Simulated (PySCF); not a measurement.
HfO₂, SMILES [O]=[Hf]=[O], multiplicity 1.

Coordinates come from a PBE-D3(BJ)/def2-TZVP optimisation. The multiplicity is an assumed one; other spin states were not compared. The isomer is the one that the SMILES or the coordinates give; other isomers of the formula were not compared. The def2 effective core potentials stand for the cores of Hf; spin–orbit coupling is left out.

Computed with PBE-D3(BJ)/def2-TZVP (PySCF 2.14.0).

Frequencies are harmonic and unscaled.

Computed normal modes with their intensities:
```
mode  ν (cm⁻¹)  IR (km/mol)  moving atoms (share of kinetic energy)
----  --------  -----------  --------------------------------------
1          296          4.0                          O 92 %, Hf 8 %
2          799        175.8                         O 90 %, Hf 10 %
3          881         21.6                                  O 93 %
```
